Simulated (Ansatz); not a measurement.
Reaction (ligand exchange at the Sn–C bond): `SC[CH2][SnH3]` + `FCS` → `FC[S][SnH3]` + `CCS`

Calculated with Ansatz (gas phase, PBE0-D4/def2-TZVP geometries, no zero-point term in ΔE). CCSD(T)/CBS is the MP2 limit (def2-TZVPP, def2-QZVPP) plus CCSD(T) − MP2 in def2-TZVPP, frozen cores. DFT in def2-TZVPP. B3LYP here is the variant with VWN-RPA as its local correlation; programs differ in this. Elements past krypton have def2 core potentials. For Sn outer-core shells are correlated without core-valence functions, which leaves a few kJ/mol of doubt a bond. Each species was taken in one conformer, which may not be the lowest.

`SC[CH2][SnH3]`:

Z-matrix (Å, degrees):
```
C
C 1 1.514
S 1 1.823 2 108.9
H 1 1.092 2 111.0 3 -119.7
H 1 1.092 2 111.0 3 119.7
Sn 2 2.153 1 112.4 3 -180.0
H 2 1.093 1 110.8 3 -59.4
H 2 1.093 1 110.8 3 59.5
H 3 1.343 1 97.4 2 -180.0
H 6 1.709 2 109.3 1 59.8
H 6 1.709 2 109.3 1 -59.3
H 6 1.707 2 110.1 1 -179.8
```

`FCS`:

Cartesian coordinates in Å:
```
F 0.597 0.995 0.995
C -0.133 0.454 -0.037
S -0.507 -1.278 0.203
H 0.425 0.604 -0.962
H -1.094 0.970 -0.090
H 0.712 -1.745 -0.110
```

`FC[S][SnH3]`:

```xyz
9

F    -0.951    1.351   -1.237
C     0.207    0.642   -1.472
S     1.306    0.619   -0.048
Sn   -0.095   -0.632    1.464
H     0.754    1.132   -2.280
H    -0.078   -0.369   -1.768
H     0.956   -1.318    2.615
H    -1.229    0.394    2.211
H    -0.871   -1.818    0.515
```

`CCS`:

Z-matrix (Å, degrees):
```
C
C 1 1.514
H 1 1.094 2 110.6
H 1 1.091 2 111.0 3 120.4
H 1 1.093 2 111.0 3 -119.6
S 2 1.813 1 114.1 3 -177.2
H 2 1.092 1 111.5 3 58.7
H 2 1.093 1 110.8 3 -60.2
H 6 1.343 2 96.8 1 -62.2
```

Task: Is it downhill or uphill in electronic energy at CCSD(T)/CBS, and by how much? (An estimate is asked.)

Result: The calculation gave: Downhill: ΔE = -82.2 kJ/mol.

Task: What do these levels give: PBE0-D4, ωB97X-V, B2PLYP, PBE, PBE0, B3LYP, MP2/def2-TZVPP, SCS-MP2/def2-TZVPP, CCSD(T)/def2-TZVPP, MP2/def2-QZVPP, SCS-MP2/def2-QZVPP, MP2/CBS(def2)? (Best estimate.)

Result: The calculation gave: PBE0-D4 -86.1, ωB97X-V -84.5, B2PLYP -84.5, PBE -85.1, PBE0 -86.3, B3LYP -86.7, MP2/def2-TZVPP -78.6, SCS-MP2/def2-TZVPP -79.2, CCSD(T)/def2-TZVPP -77.5, MP2/def2-QZVPP -81.4, SCS-MP2/def2-QZVPP -82.0, MP2/CBS(def2) -83.4 kJ/mol.

Largest T1 diagnostic among the species: 0.013.

In def2-TZVPP, CCSD(T) changes the Hartree–Fock value by +14.6 kJ/mol (the triples alone add +0.5 kJ/mol) and MP2 by +13.5 kJ/mol.
